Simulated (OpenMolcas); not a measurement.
Ni4+ among 4 point charges of -1.5 e arranged as a tetrahedron (Td).

* Program: OpenMolcas 26.06
* Method: CASSCF
* Basis: ANO-RCC-VDZP [5s4p2d1f]
* Scalar Hamiltonian: DKH2, point nucleus
* Active space: 6 electrons in 5 orbitals (3d)
* State averaging: 2S+1 = 5 even, 5 roots; 2S+1 = 3 even, 45 roots; 2S+1 = 1 even, 50 roots
* Spin-orbit coupling: RASSI with atomic mean-field integrals over the reference wave functions

All point charges move together. At R = 1.61 Å the first state of the same spin is 1915 cm-1, and at R = 1.69 Å it is 1553 cm-1.

Task: A third run gives 1177 cm-1. What distance was it run at?

Result: With a power law R^-n the two known points give n = -ln(1553 / 1915) / ln(1.69 / 1.61) = 4.32. Then R = 1.61 × (1915 / 1177)^(1/4.32) = 1.802 Å. The run was at 1.8 Å, so the estimate is off by +0.002 Å.

An orbital doublet at a regular site is open to a Jahn-Teller distortion, which this geometry leaves out. Without dynamic correlation the repulsion within the d shell is too large (B by tens of per cent), so at a given field states of lower spin stand too high. The ground term spreads over less than 5000 cm-1, several times less than with real ligands, so orbital moments are less quenched and χT lies further from the spin-only value than at real sites. Point charges carry no covalency, so the field is a model and not that of real ligands. No measured value stands beside these numbers.
